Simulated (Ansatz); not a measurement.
Ideal-gas functions of `[NH2][Zn][SiH2]F` at 400 K and 1 bar, from an Ansatz frequency run at PBE0-D4/def2-TZVP.

Molar mass 130.51 g/mol, point group Cs (symmetry number 1), electronic degeneracy 1, moments of inertia 30.434, 336.83, 358.775 u Å². Harmonic wavenumbers (cm⁻¹, unscaled): 63, 91, 110, 186, 260, 335, 441, 670, 670, 741, 841, 872, 945, 1555, 2198, 2202, 3583, 3679.

Use S(trans) = R[1.5 ln M + 2.5 ln T − 1.1517]; rotational temperatures θ = 24.2544 K / I; S(rot) = R[ln(√π/σ · √(T³/θAθBθC)) + 1.5]; for each mode x = 1.438777 ν̃/T, S = R[x/(eˣ − 1) − ln(1 − e⁻ˣ)] and H = RT x/(eˣ − 1); 1 cm⁻¹ = 0.0119627 kJ/mol; R = 8.31446 J/(mol·K).

Task: By hand: the entropy, in J/(mol·K).

Result: Translation 175.7. Rotation: θ = 0.797, 0.072, 0.0676 K, giving 115.0. Vibration, mode by mode: 20.68, 17.64, 16.08, 11.81, 9.17, 7.25, 5.30, 2.76, 2.76, 2.26, 1.70, 1.55, 1.26, 0.20, 0.03, 0.03, 0.00, 0.00, in all 100.5. Electronic 0.0. Sum 391.2 J/(mol·K).

Task: By hand: H − E and G − E in kJ/mol, counted from the electronic energy.

Result: Zero-point energy ½ × 19442 × 0.0119627 = 116.3; thermal vibration 19.6; translation, rotation and pV give 4 RT = 13.3. H − E = 149.2 kJ/mol, and G − E = 149.2 − 400 × 391.2/1000 = -7.3 kJ/mol.

Vibration gives 26 % of the entropy, 54.4 J/(mol·K) of it from the modes under 150 cm⁻¹: soft modes count most, and the harmonic formula is weakest for them. The sum counts one conformer and one mirror image; others add a mixing term.
